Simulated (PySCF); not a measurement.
**Spin states of SnS**

Unrestricted PBE0; Sn def2-SVP with ECP28, S def2-SVP; scalar-relativistic core potentials (PySCF 2.14). Outer shells of the fragments: Sn 4d10 5s2 5p2; S 3s2 3p4.

Followed along the bond (rough minima from three points):

| 2Ms+1 | unpaired | ⟨S²⟩ at the start | R at minimum (Å) | Te (eV) |
| --- | --- | --- | --- | --- |
| 1 | none | 0.00 | 2.23 | 0.00 |
| 3 | π ↑↑ | 2.01 | none in the scan | ≤ 2.14 |
| 5 | σ ↑, π ↑↑↑ | 6.01 | none in the scan | ≤ 4.76 |

Solutions found at the starting distance of 2.335 Å, counted from the lowest of them; the search is not exhaustive and high or unbound solutions are not listed, so other states can lie among these:

```csv
2Ms+1,unpaired,term,E (eV),⟨S²⟩,⟨Lz²⟩,μ (D)
1,none,¹Σ⁺,0.00,0.00,0.00,-3.64
3,π ↑↑,mixed,2.15,2.01,2.01,-0.97
3,π ↑↑,mixed,2.44,2.01,2.01,-1.19
1,π ↑↓,mixed,2.49,1.01,2.01,-1.27
3,"σ ↑, π ↑",³Π,2.71,2.01,1.01,-2.90
1,"σ ↓, π ↑",mixed,2.94,1.02,1.01,-2.75
5,"σ ↑, π ↑↑↑",⁵Π,4.93,6.01,1.00,0.18
3,"σ ↑, π ↑",³Π,5.31,2.00,1.02,-0.19
3,σ ↑↑,³Σ⁺,5.48,2.00,0.00,-1.55
1,"σ ↓, π ↑",mixed,5.48,1.01,1.01,-0.18
5,π ↑↑↑↑,⁵Σ⁺,5.68,6.01,0.00,4.02
1,"σ ↓, π ↑↑↓",mixed,5.82,2.02,3.02,0.50
5,"σ ↑↑, π ↑↑",mixed,7.48,6.00,2.01,1.16
5,"σ ↑↑, π ↑↑",mixed,7.74,6.00,2.01,1.03
```

A term symbol is given only where ⟨S²⟩ and ⟨Lz²⟩ are close to those of a pure state; real π, δ and φ orbitals otherwise mix terms. A positive dipole means Sn(−)S(+).

The measured ground state is X ¹Σ+ (Huber and Herzberg, Constants of Diatomic Molecules (1979)).

Spin–orbit coupling is left out. Counting both spins, an empty level lies below a filled one in some of these solutions, because spin and occupation are held.
